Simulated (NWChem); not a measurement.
A series in which one site is exchanged, each optimised at PBE0/def2-SVP with NWChem, gas phase unless a solvent is named. All stand in one matching conformer (torsions within 35°), which need not be the lowest. Low-valent species are run as closed-shell singlets; no triplet was tried in these runs. For some, no frequency run checked for a minimum. def2 effective core potentials on Sn, Pb; no spin-orbit coupling.

A: [NH2][Pb][NH2] (PbN₂H₄; site = Pb)
B: N[Si]N (SiN2H4; site = Si)
C: [NH2][Ge][NH2] (GeN2H4; site = Ge)
D: [NH2][Sn][NH2] (SnN$_{2}$H$_{4}$; site = Sn)

```tsv
quantity	A	B	C	D
dipole (D), PBE0/def2-SVP	0.21	?	1.81	0.89
orbital gap (eV), PBE0/def2-SVP	4.92	?	6.31	5.40
static polarisability, CAM-B3LYP/def2-SVPD (bohr³)	63.1	?	51.1	61.1
```

Task: Some entries are withheld; supply them.

Result: 
- dipole (D), PBE0/def2-SVP, B: 2.43
- orbital gap (eV), PBE0/def2-SVP, B: 6.21
- static polarisability, CAM-B3LYP/def2-SVPD (bohr³), B: 49.1
